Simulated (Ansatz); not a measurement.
`C=[CH][InH2]` and `C=CI` differ in one atom or group.

Ansatz, PBE0-D4/def2-TZVP geometries, multiplicity 1. 

Elements past krypton have def2 core potentials.

```csv
property,`C=[CH][InH2]`
HOMO–LUMO gap (PBE0/def2-TZVPP) / eV,5.82
LUMO energy (ωB97M-V/def2-TZVPP) / eV,-0.23
HOMO energy (B3LYP/def2-TZVPP) / eV,-7.41
size of the dipole moment (PBE/def2-TZVPP) / D,0.73
HOMO–LUMO gap (B3LYP/def2-TZVPP) / eV,5.37
HOMO energy (PBE/def2-TZVPP) / eV,-6.41
```

Question: What does the change do to each property? (An estimate is asked.)

Answer: Ansatz gave: 
```csv
property,`C=CI`,shift
HOMO–LUMO gap (PBE0/def2-TZVPP) / eV,6.48,0.66
LUMO energy (ωB97M-V/def2-TZVPP) / eV,1.36,1.59
HOMO energy (B3LYP/def2-TZVPP) / eV,-6.86,0.55
size of the dipole moment (PBE/def2-TZVPP) / D,1.20,0.47
HOMO–LUMO gap (B3LYP/def2-TZVPP) / eV,5.99,0.62
HOMO energy (PBE/def2-TZVPP) / eV,-6.02,0.39
```

With PBE0 the HOMO rises by 0.50 eV and the LUMO rises by 1.16 eV, so the gap widens by about 0.66 eV. PBE moves the HOMO by 0.39 eV and ωB97M-V by 0.59 eV. The zero-point energy changes by -29.4 kJ/mol with -6 modes. Dipoles are sizes alone; their direction can turn.

B3LYP here is the variant with VWN-RPA as its local correlation; programs differ in this.

Spin–orbit coupling is left out; it splits and shifts lone-pair levels of the heavy atoms by tenths of an eV.
